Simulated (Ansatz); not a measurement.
A nudged elastic band was laid between two geometries of AlClF2H2 (6 atoms, charge 0, multiplicity 1).

These are results of Ansatz, RKS B3LYP-D4/def2-SVPD, not measurements.

```json
{
 "movable images": "5",
 "climbing image": "yes",
 "spring": "5.0 eV/Å²",
 "optimiser": "lbfgs",
 "start path": "through a guess of the saddle point",
 "force threshold": "0.05 eV/Å",
 "iteration limit": "60",
 "end points": "relaxed",
 "largest step": "0.02 Å"
}
```

First end point:

```xyz
6
Properties=species:S:1:pos:R:3
Al 0.036 0.061 0.032
F 0.013 0.461 1.676
H 1.357 0.194 -0.785
F -1.452 0.017 -0.743
Cl 0.078 -2.434 0.885
H 0.013 -1.900 2.070
```

Last end point:

```xyz
6
Properties=species:S:1:pos:R:3
Al 0.062 -0.449 -0.146
F -0.012 -0.046 1.865
H 1.356 0.259 -0.645
F -1.461 0.103 -0.584
Cl 0.132 -2.534 0.447
H -0.031 -0.934 2.197
```

(1) What changes between the two ends?

(2) What energy profile does the band end with?

(3) What is the geometry of the highest image?

Answers

(1) Bonds broken: Cl5–H6. Bonds formed: F2–H6.

(2) It converged. The highest image is number 3 of 0 to 6, 22.2 kJ/mol above the first end and 23.2 kJ/mol above the last; the last end lies 1.0 kJ/mol below the first. Another band between the same ends (5 images) ends at a top of the same energy, where a vibrational analysis finds 1 clearly imaginary mode. The orbitals stay closed-shell, which can raise the energy where a bond breaks towards radicals; this wasn't checked here.

| image | path coordinate (Å) | energy (kJ/mol) | Cl5–H6 (Å) | F2–H6 (Å) |
| --- | --- | --- | --- | --- |
| 0 | 0.00 | 0.0 | 1.30 | 2.39 |
| 1 | 0.31 | 2.2 | 1.31 | 1.99 |
| 2 | 0.62 | 10.3 | 1.35 | 1.61 |
| 3 | 0.93 | 22.2 | 1.52 | 1.24 |
| 4 | 1.18 | 10.9 | 1.77 | 1.04 |
| 5 | 1.43 | 1.0 | 2.06 | 0.97 |
| 6 | 1.68 | -1.0 | 2.38 | 0.95 |

(3) 
```xyz
6
Properties=species:S:1:pos:R:3
Al 0.042 -0.226 -0.009
F -0.004 0.013 1.797
H 1.372 0.194 -0.696
F -1.470 0.069 -0.663
Cl 0.086 -2.421 0.885
H 0.020 -1.229 1.821
```

Time of the run: 3.3 min on 4 threads of Arm Neoverse V1, with other jobs on the host, peak memory 0.25 GiB.
